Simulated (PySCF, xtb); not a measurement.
arsine cation (AsH3), SMILES [AsH3] (connectivity only; charge and spin as stated), charge +1, multiplicity 2.

Geometry optimised at r2SCAN-D4/def2-TZVPD. The spin state was assumed, not searched.

These are IEF-PCM-PBE0/def2-TZVPD run with PySCF 2.14.0 values and carry that method's errors.

The values are the electrostatic part of the solvation free energy, E(continuum) − E(gas) at the gas-phase geometry, in a cavity of scaled van der Waals radii (PySCF's table); cavitation and dispersion terms are not included.

Task: Estimate the values in water (ε = 78.36), methanol (ε = 32.61), cyclohexanone (ε = 15.62). (An estimate is asked for; the answer gives what the named calculation found.)

Result: 
```csv
solvent,ε,ΔG(elec) (kcal/mol)
water,78.36,-72.6
methanol,32.61,-71.3
cyclohexanone,15.62,-68.8
```

For comparison, GFN2-xTB/ALPB(water) (xtb, at the GFN2-xTB geometry, all terms of that model) gives -64.6 kcal/mol.
